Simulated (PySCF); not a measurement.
**Polarisability and C₆ of Mn (manganese, neutral)**

[Ar] 3d5 4s2, high-spin 6S determinant. Calculation: PySCF 2.14, in dyall-av2z (16s12p7d2f, 101 functions); no relativity, point nucleus. Coupled (time-dependent) response in atomic units; α is the mean over directions. A double-zeta set is small for polarisabilities.

| method | mean α (bohr³) | C₆ (like pair) | S(−4) |
| --- | --- | --- | --- |
| TPSS | 81.33 | 789.7 | 4495 |

S(−4) is the Cauchy moment in α(ω) = α(0) + S(−4) ω² + …

Reference α: 68 ± 9 bohr³ (recommended; Schwerdtfeger and Nagle, table of static dipole polarizabilities (2023 update)). Published C₆: 552.0 (Chu and Dalgarno (2004); Tang, Norbeck and Certain (1976)).

α(iu) at TPSS:

| u (hartree) | α(iu) (bohr³) |
| --- | --- |
| 0 | 81.33 |
| 0.0500 | 72.06 |
| 0.100 | 55.73 |
| 0.200 | 31.66 |
| 0.300 | 19.57 |
| 0.500 | 9.870 |
| 0.750 | 5.738 |
| 1.00 | 3.954 |
| 1.50 | 2.341 |
| 2.00 | 1.592 |
| 3.00 | 0.8990 |
| 5.00 | 0.4171 |

A single London oscillator, α(iu) = α/(1 + u²/ω²), gives C₆ = (3/4) ω α². Matching the computed C₆ needs ω = 4 × 789.7 / (3 × 81.33²) = 0.159 hartree.
